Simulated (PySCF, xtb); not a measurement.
Potential energy surface of H6GeSi, singlet: internal rotation, threefold axis kept, other coordinates relaxed. Scanned: torsion (0 = eclipsed). Other coordinates (Si-Ge length, H-Si-Ge angle, H-Ge-Si angle, Si-H length, Ge-H length) were minimised at PBE0/def2-TZVP.

- RKS-B3LYP/6-31G* = restricted B3LYP/6-31G*, spherical d (PySCF)
- GFN1-xTB (xtb)
- RKS-BP86/6-31G* = restricted BP86/6-31G*, spherical d run with PySCF
- CCSD(T) on RHF/cc-pVDZ, 14 core orbitals frozen (PySCF)

Energies relative to the lowest point of each profile, in kJ/mol; the last columns give the difference from CCSD(T):

```
at / °  RKS-B3LYP/6-31G*  GFN1-xTB  RKS-BP86/6-31G*  CCSD(T)  RKS-B3LYP/6-31G* − CCSD(T)  GFN1-xTB − CCSD(T)  RKS-BP86/6-31G* − CCSD(T)
------  ----------------  --------  ---------------  -------  --------------------------  ------------------  -------------------------
0                   3.10      0.98             3.15     3.57                       -0.48               -2.60                      -0.42
10                  2.88      0.88             2.94     3.33                       -0.45               -2.45                      -0.39
20                  2.29      0.68             2.34     2.65                       -0.36               -1.97                      -0.32
30                  1.53      0.65             1.55     1.76                       -0.23               -1.11                      -0.21
40                  0.79      0.27             0.83     0.90                       -0.11               -0.63                      -0.07
50                  0.21      0.16             0.20     0.24                       -0.03               -0.08                      -0.04
60                  0.00      0.00             0.00     0.00                        0.00                0.00                       0.00
```

RKS-B3LYP/6-31G* is furthest from CCSD(T) at 0 (-0.48 kJ/mol, below); its mean absolute difference over the points is 0.24 kJ/mol.

GFN1-xTB is furthest from CCSD(T) at 0 (-2.60 kJ/mol, below); its mean absolute difference over the points is 1.26 kJ/mol.

RKS-BP86/6-31G* is furthest from CCSD(T) at 0 (-0.42 kJ/mol, below); its mean absolute difference over the points is 0.21 kJ/mol.
